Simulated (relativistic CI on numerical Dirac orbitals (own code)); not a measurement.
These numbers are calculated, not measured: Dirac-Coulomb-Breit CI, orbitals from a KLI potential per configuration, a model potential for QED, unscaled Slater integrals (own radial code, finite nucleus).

CI space (outside the closed core [Ne]): 3s2.3p6.3d, 3s2.3p5.3d2, 3s.3p6.3d2, 3s2.3p6.4s, 3s2.3p6.4p, 3s2.3p6.4d, 3s2.3p5.3d.4s, 3s2.3p6.4f, 3s2.3p5.3d.4p, 3s2.3p5.3d.4d, 3s.3p6.3d.4s, 3s2.3p5.3d.4f, 3p6.3d2.4p, 3s.3p6.3d.4p, 3s2.3p6.5s, 3s.3p6.3d.4d, 3s2.3p6.5p, 3s.3p6.3d.4f, 3s2.3p6.5d, 3s2.3p6.5f, 3s2.3p6.5g, 3p6.3d3, 3p5.3d4, 3p5.3d3.4s, 3p6.3d2.4s, 3p5.3d2.4s2, 3p6.3d2.4d, 3p5.3d3.4d, 3p5.3d2.4s.4d. Double excitations out of closed p, d and f shells are left out; levels of such configurations are missing from the list, as are those of other unlisted configurations, and high levels can miss mixing partners. These lack a partner that the ground configuration has and come out too high: 3s2.3p5.3d.4p, 3s2.3p5.3d.4f.

At this charge energies of transitions that change n are usually good to better than 1 %, and those within a shell (Δn = 0) to a few per cent.

Outline of the computed level scheme of Tl LXIII. Lowest level of each configuration: 3s2.3p6.3d 2D_3/2 at 0.00 eV; 3s2.3p5.3d2 4D°_3/2 at 285.75 eV.

Some strong electric-dipole decays among the lowest 45 levels: 3s2.3p5.3d2 2D°_3/2 → 3s2.3p6.3d 2D_3/2 (1.2e+13 s⁻¹); 3s2.3p5.3d2 2P°_3/2 → 3s2.3p6.3d 2D_5/2 (7.9e+12 s⁻¹); 3s2.3p5.3d2 2D°_5/2 → 3s2.3p6.3d 2D_5/2 (7.9e+12 s⁻¹); 3s2.3p5.3d2 2F°_7/2 → 3s2.3p6.3d 2D_5/2 (6.8e+12 s⁻¹); 3s2.3p5.3d2 2P°_1/2 → 3s2.3p6.3d 2D_3/2 (6.0e+12 s⁻¹); 3s2.3p5.3d2 2D°_5/2 → 3s2.3p6.3d 2D_5/2 (1.9e+12 s⁻¹); 3s2.3p5.3d2 2P°_1/2 → 3s2.3p6.3d 2D_3/2 (1.9e+12 s⁻¹); 3s2.3p5.3d2 4G°_5/2 → 3s2.3p6.3d 2D_3/2 (1.8e+12 s⁻¹).

LS names give the leading component of a level, which can be under half, so a name can repeat, a term be missing and a line seem to break the LS rules.
